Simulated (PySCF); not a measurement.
A GIAO shielding run with PySCF (density fitting, non-relativistic, gas phase) on `[SiH3]CC[SiH2]S[SiH3]`, C₂H₁₂SSi₃:

```
$ OMP_NUM_THREADS=1 python probes_run.py task.json out

{"job": {"kind": "nmr", "xc": "PBE0", "basis": "pcSseg-1"}, "charge": 0, "multiplicity": 1}
Si    -2.375391     1.544472    -0.249634
C     -1.348803    -0.044161    -0.060766
C     -0.474978    -0.333234    -1.283245
Si     0.655308    -1.840544    -1.026542
S      1.815676    -1.588634     0.773258
Si     2.803801     0.291652     0.492411
H     -3.206053     1.729578     0.940123
H     -1.466650     2.684075    -0.407420
H     -3.218206     1.435457    -1.442942
H     -0.714582     0.034735     0.825689
H     -2.006830    -0.897284     0.116054
H     -1.112731    -0.500863    -2.152485
H      0.131207     0.546694    -1.514167
H     -0.094616    -3.057074    -0.749041
H      1.584456    -1.992739    -2.144380
H      3.678420     0.384223     1.646728
H      1.810726     1.360942     0.466903
H      3.530488     0.249023    -0.771719
```

Hardware: 1 thread of an Intel Xeon 6975P-C, shared host. The job also computes population analyses, field gradients.

(1) How large is the calculation?

(2) How long does it take, and how much memory does it need?

Answers

(1) 82 electrons, 190 basis functions and 1082 auxiliary functions.

(2) 24 s of wall time, with 12 SCF cycles and 4 response iterations; peak memory 0.85 GiB. Times on a shared host scatter by some tens of per cent.
